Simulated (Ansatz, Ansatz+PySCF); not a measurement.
```json
{"atom": "N", "x (Å)": "0.0000", "y (Å)": "0.0000", "z (Å)": "-0.6861"}
{"atom": "N", "x (Å)": "0.0000", "y (Å)": "0.0000", "z (Å)": "0.6861"}
```

Basis set: STO-3G (spherical functions). Frozen core: 2 orbitals. Charge 0, multiplicity 1.

Computed with Ansatz (development build ahead of 0.2.0); each method stands on the lowest determinant of its kind that the runs found. Restricted open shells among the atoms or ions are ROHF, correlated in semicanonical orbitals with singles.

The atomization energy at this shape (free ground-state atoms in the same class of orbitals less the molecule, no zero-point energy) of singlet N₂:

```tsv
method	atomization energy
RHF-MP2	6.24 eV
UHF-CCSD(T)	5.20 eV
RHF-CCSD(T)	5.12 eV
UHF-MP2	2.67 eV
RHF	-1.57 eV
UHF	1.20 eV
```

What does PBE0 (unrestricted) give?

5.78 eV. Caution for RHF-MP2, RHF-CCSD(T), RHF: an unrestricted determinant lies well below. Caution for RHF-MP2, RHF-CCSD(T): bonds are stretched, where a single reference can fail. Caution for UHF-CCSD(T), UHF-MP2: large amplitudes, a single reference is doubtful. Caution for UHF-CCSD(T), UHF-MP2, UHF: the determinant may break the point group; the unrestricted determinant is a mixture of spin states. Caution for UHF-CCSD(T), RHF-CCSD(T): the program doubts this total. Caution for UHF-MP2: another reference gives a lower total. Caution for RHF: the molecule lies well above its atoms at this level.

This basis has no polarisation functions and is too small for such energies, which can lie far from measured ones in either direction.
